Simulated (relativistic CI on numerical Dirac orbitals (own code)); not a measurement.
**Mg IV: calculation against measurement**

Calculated at this level of theory: Dirac-Coulomb-Breit CI, orbitals from a KLI potential per configuration, model QED (radiative potential, 1s self-energy scaled to tabulated hydrogen-like ionisation energies), valence Slater integrals scaled by 0.85, P86 correlation estimate, and configurations built on the next ion tied to the tabulated ionisation energy (semi-empirical) (own radial code, finite nucleus).

Configuration list (outside the closed core 1s2): 2s2.2p5, 2s2.2p4.3s, 2s2.2p4.3p, 2s2.2p4.3d, 2s2.2p4.4s, 2s.2p6, 2s2.2p4.4p, 2s2.2p4.4d, 2s2.2p4.4f, 2p6.3s, 2s.2p5.3s, 2s2.2p3.3s2, 2p6.3p, 2s.2p5.3p, 2s2.2p3.3s.3p, 2p6.3d, 2s2.2p3.3p2, 2s2.2p3.3s.3d, 2s.2p5.3d, 2s2.2p3.3p.3d, 2s.2p5.4s, 2s.2p5.4p. Levels of other configurations are missing.

| Configuration | Term (tabulated) | J | Measured (cm⁻¹) | Computed | Error | Purity (%) |
| --- | --- | --- | --- | --- | --- | --- |
| 2s2.2p5 | 2P° | 3/2 | 0.0 | 0 | 0 | 100 |
| 2s2.2p5 | 2P° | 1/2 | 2228.0 | 2204 | -24 | 100 |
| 2s.2p6 | 2S † | 1/2 | 311532.0 | 329826 | 18294 | 99 |
| 2s2.2p4.3s | 4P | 5/2 | 543720.4 | 545334 | 1613 | 99 |
| 2s2.2p4.3s | 4P | 3/2 | 545137.6 | 546738 | 1600 | 99 |
| 2s2.2p4.3s | 4P | 1/2 | 545955.4 | 547548 | 1593 | 99 |
| 2s2.2p4.3s | 2P | 3/2 | 553666.1 | 554540 | 874 | 99 |
| 2s2.2p4.3s | 2P | 1/2 | 555341.9 | 556199 | 857 | 99 |
| 2s2.2p4.3s | 2D | 5/2 | 582562.4 | 580704 | -1858 | 100 |
| 2s2.2p4.3s | 2D | 3/2 | 582578.4 | 580720 | -1859 | 99 |
| 2s2.2p4.3p | 4P° | 5/2 | 596521.8 | 599438 | 2917 | 98 |
| 2s2.2p4.3p | 4P° | 3/2 | 597065.7 | 599970 | 2905 | 97 |
| 2s2.2p4.3p | 4P° | 1/2 | 597583.6 | 600501 | 2917 | 99 |
| 2s2.2p4.3p | 4D° | 7/2 | 603138.1 | 605002 | 1864 | 100 |
| 2s2.2p4.3p | 4D° | 5/2 | 604003.1 | 605855 | 1852 | 94 |
| 2s2.2p4.3p | 4D° | 3/2 | 604662.9 | 606522 | 1859 | 97 |
| 2s2.2p4.3p | 4D° | 1/2 | 605033.5 | 606892 | 1858 | 99 |
| 2s2.2p4.3p | 2D° | 5/2 | 607891.7 | 609180 | 1288 | 95 |
| 2s2.2p4.3p | 2D° | 3/2 | 609305.8 | 610572 | 1266 | 96 |
| 2s2.2p4.3p | 2P° † | 1/2 | 610983.2 | 614544 | 3561 | 75 |
| 2s2.2p4.3p | 4S° | 3/2 | 612232.4 | 612900 | 667 | 99 |
| 2s2.2p4.3p | 2P° † | 3/2 | 612501.6 | 614443 | 1941 | 97 |
| 2s2.2p4.3p | 2S° | 1/2 | 612943.5 | 612290 | -654 | 76 |
| 2s2.2p4.3s | 2S | 1/2 | 624109.6 | 614229 | -9880 | 97 |
| 2s2.2p4.3p | 2F° | 5/2 | 637879.7 | 636561 | -1318 | 100 |
| 2s2.2p4.3p | 2F° | 7/2 | 638112.9 | 636787 | -1326 | 100 |
| 2s2.2p4.3p | 2D° | 3/2 | 644643.4 | 642407 | -2236 | 100 |
| 2s2.2p4.3p | 2D° | 5/2 | 644786.4 | 642537 | -2250 | 100 |
| 2s2.2p4.3p | 2P° | 3/2 | 650061.6 | 650396 | 334 | 97 |
| 2s2.2p4.3p | 2P° | 1/2 | 651093.9 | 651350 | 256 | 97 |
| 2s2.2p4.3d | 4D | 7/2 | 670786.1 | 672686 | 1900 | 97 |
| 2s2.2p4.3d | 4D | 5/2 | 671028.8 | 672917 | 1888 | 96 |
| 2s2.2p4.3d | 4D | 3/2 | 671324.1 | 673213 | 1889 | 97 |
| 2s2.2p4.3d | 4D | 1/2 | 671569.4 | 673467 | 1898 | 98 |
| 2s2.2p4.3d | 4F | 9/2 | 675370.2 | 676753 | 1382 | 100 |
| 2s2.2p4.3d | 4F | 7/2 | 676075.3 | 677507 | 1432 | 83 |
| 2s2.2p4.3d | 4F | 5/2 | 676826.4 | 678241 | 1415 | 90 |
| 2s2.2p4.3d | 4F | 3/2 | 677363.9 | 678748 | 1384 | 96 |
| 2s2.2p4.3d | 2F | 7/2 | 677451.9 | 679036 | 1584 | 84 |
| 2s2.2p4.3d | 4P | 1/2 | 677980.0 | 678882 | 902 | 99 |
| 2s2.2p4.3d | 4P | 3/2 | 678428.3 | 679356 | 928 | 95 |
| 2s2.2p4.3d | 2D | 3/2 | 680033.7 | 681962 | 1928 | 80 |
| 2s2.2p4.3d | 2D | 5/2 | 680493.2 | 682490 | 1997 | 88 |
| 2s2.2p4.3d | 2P | 1/2 | 681023.3 | 682423 | 1400 | 98 |
| 2s2.2p4.3d | 2P | 3/2 | 682472.8 | 683971 | 1498 | 82 |
| 2s2.2p4.3p | 2P° | 1/2 | 682851.3 | 673804 | -9047 | 97 |
| 2s2.2p4.3p | 2P° | 3/2 | 682889.5 | 673707 | -9183 | 97 |
| 2s2.2p4.3d | 2G | 9/2 | 709068.1 | 707540 | -1528 | 100 |
| 2s2.2p4.3d | 2G | 7/2 | 709071.2 | 707545 | -1526 | 100 |
| 2s2.2p4.3d | 2P | 3/2 | 711632.7 | 709899 | -1734 | 99 |
| 2s2.2p4.3d | 2P | 1/2 | 711880.5 | 710208 | -1672 | 85 |
| 2s2.2p4.3d | 2S | 1/2 | 712124.5 | 710561 | -1564 | 84 |
| 2s2.2p4.3d | 2D | 5/2 | 713411.0 | 711634 | -1777 | 94 |
| 2s2.2p4.3d | 2D | 3/2 | 713682.5 | 711976 | -1707 | 99 |
| 2s2.2p4.3d | 2F | 5/2 | 714336.4 | 712111 | -2225 | 94 |
| 2s2.2p4.3d | 2F | 7/2 | 714352.8 | 712108 | -2245 | 100 |
| 2s2.2p4.4s | 4P | 5/2 | 719784.8 | 720790 | 1005 | 100 |
| 2s2.2p4.4s | 4P | 3/2 | 721043.6 | 722056 | 1012 | 91 |
| 2s2.2p4.4s | 4P | 1/2 | 722001.8 | 723002 | 1000 | 98 |
| 2s2.2p4.4s | 2P | 3/2 | 723267.3 | 724365 | 1097 | 91 |
| 2s2.2p4.4s | 2P | 1/2 | 724816.3 | 725916 | 1100 | 98 |
| 2s2.2p4.3d | 2D | 5/2 | 752931.7 | 743392 | -9540 | 96 |
| 2s2.2p4.3d | 2D | 3/2 | 752997.4 | 743482 | -9515 | 96 |
| 2s2.2p4.4s | 2D | 5/2 | 756866.1 | 754164 | -2702 | 99 |
| 2s2.2p4.4s | 2D | 3/2 | 756875.8 | 754172 | -2703 | 99 |
| 2s2.2p4.4d | 4P | 1/2 | 767339.0 | 768429 | 1090 | 94 |
| 2s2.2p4.4d | 4F | 5/2 | 767489.0 | 768706 | 1217 | 74 |
| 2s2.2p4.4d | 4P | 3/2 | 767780.0 | 768897 | 1117 | 80 |

Measured levels from NIST levels in Kelleher and Podobedova, J. Phys. Chem. Ref. Data 37, 267 (2008); pairs were made by configuration, J and term (by order where the table uses no LS term), so strongly mixed levels may be paired wrongly.

Mean error by configuration (cm⁻¹): 2s2.2p5 -24; 2s2.2p4.3s -883; 2s2.2p4.3p -317; 2s2.2p4.3d -446; 2s2.2p4.4s -27; 2s2.2p4.4d 1141. Over the excited levels the mean absolute error is 2167 cm⁻¹ (67 of the 69 excited levels that our extract of the source holds in range could be paired, and the others can miss by more), and the median relative error of those above 1,000 cm⁻¹ is 0.24 %. † marks terms whose computed intervals miss the measured ones by more than a factor of 2.5, or configurations far off the rest, from wrong mixing, a near crossing or a doubtful label or measurement; they are left out of the means.
